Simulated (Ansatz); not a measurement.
`[SiH3]/C=C/[SiH3]` → `C=C[SiH3]` + `[SiH2]` at 400 K and 1 bar (silylene formation by 1,1-elimination).

Program: Ansatz. Geometries: PBE0-D4/def2-TZVP. ΔE: electronic, gas phase. CCSD(T)/CBS adds triple-zeta CCSD(T) − MP2 to the extrapolated MP2 energy (def2 sets, frozen cores). This one scheme is used for every species.

| species | CCSD(T)/CBS energy (Eh) | H − E (kJ/mol) | S (J/(mol·K)) |
| --- | --- | --- | --- |
| `[SiH3]/C=C/[SiH3]` | -659.04033 | 249.4 | 374.4 |
| `C=C[SiH3]` | -368.76077 | 199.4 | 311.5 |
| `[SiH2]` | -290.19011 | 44.2 | 218.1 |

H − E and S are ideal-gas, rigid-rotor, harmonic terms from PBE0-D4/def2-TZVP. 1 Eh = 2625.50 kJ/mol, R = 8.31446 J/(mol·K).

Question: By hand: ΔE, ΔH, ΔS and ΔG.

Answer: ΔE = (-368.76077) + (-290.19011) − (-659.04033) = 0.08945 Eh = 234.9 kJ/mol. Δ(H − E) = 199.4 + 44.2 − 249.4 = -5.8, so ΔH = 229.1 kJ/mol. ΔS = 311.5 + 218.1 − 374.4 = 155.2 J/(mol·K). ΔG = 229.1 − 400 × (155.2)/1000 = 167.0 kJ/mol.

Question: By hand: the equilibrium constant, and the temperature at which ΔG would vanish if ΔH and ΔS stayed fixed.

Answer: log₁₀ K = −ΔG/(RT ln 10) = -21.8. ΔG = 0 at ΔH/ΔS = 1476 K.

The number of gas molecules changes by +1, which sets the sign of ΔS. A doubt of 5 kJ/mol in ΔE shifts log₁₀ K by 0.7 here. These are equilibria of isolated gas molecules and say nothing of rates. Largest T1 diagnostic: 0.014 (customary marks: 0.02 for closed shells, 0.045 for open ones).
